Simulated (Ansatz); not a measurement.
Abridged output of a molecular run in Ansatz:

```
Functional definition: HF
1088 factors; integrals over basis functions are off by at most 9.4e-4 eV
mean field evaluation 1: about -172843.5317 eV, gradient 2.4e1 eV
mean field evaluation 2: about -172843.5624 eV, gradient 2.4e1 eV
mean field evaluation 4: about -172845.3616 eV, gradient 1.7e0 eV
mean field evaluation 8: about -172845.3783 eV, gradient 1.2e-1 eV
mean field -172845.37838325 eV, -6351.9504967792 hartree, gradient 2.7e-6 eV, S^2 0.000000; 0 other end points of the search recorded, 0 dependent functions left out
33 core orbitals not correlated: weight in the atoms' cores, before any rotation towards them, 1.000 or more for the frozen orbitals, at most 0.000 for the correlated occupied ones
reference -172845.37838325 eV, -6351.9504967792 hartree; 26, 26 occupied and 59, 59 virtual orbitals, 1088 factors
second order -22.10999548 eV of doubles, -0.00000000 eV of singles
cycle   1  -22.33680964 eV  change   -2.3e-1 eV  update   8.5e-2
cycle   2  -22.74099833 eV  change   -4.0e-1 eV  update   2.2e-2
cycle   3  -22.79428575 eV  change   -5.3e-2 eV  update   9.8e-3
cycle   4  -22.78457563 eV  change    9.7e-3 eV  update   1.9e-3
cycle   5  -22.78535136 eV  change   -7.8e-4 eV  update   6.7e-4
cycle   6  -22.78487840 eV  change    4.7e-4 eV  update   1.7e-4
cycle   7  -22.78479493 eV  change    8.3e-5 eV  update   5.0e-5
cycle   8  -22.78482924 eV  change   -3.4e-5 eV  update   1.4e-5
perturbative correction -0.53544456 eV, -0.0196772247 hartree
Total energy: -172868.69865706 eV, -6352.8075010344 hartree
```

Its atoms:

Cartesian coordinates in Å:
```
Cl 0.346 1.068 -1.709
Si 0.006 -0.013 -0.030
Cl 0.087 -1.984 -0.484
Br 1.539 0.457 1.462
Br -1.978 0.473 0.761
```

(1) Which basis set was used?
A. def2-SVP
B. cc-pV(T+d)Z
C. def2-TZVPP
D. def2-TZVPPD

(2) Write the keys of the input that set method, charge and spin (a neutral closed shell needs none for the last two).

## Answers

(1) A. It gives 118 functions.

(2) 
```yaml
correlation: {method: ccsd_t}
```
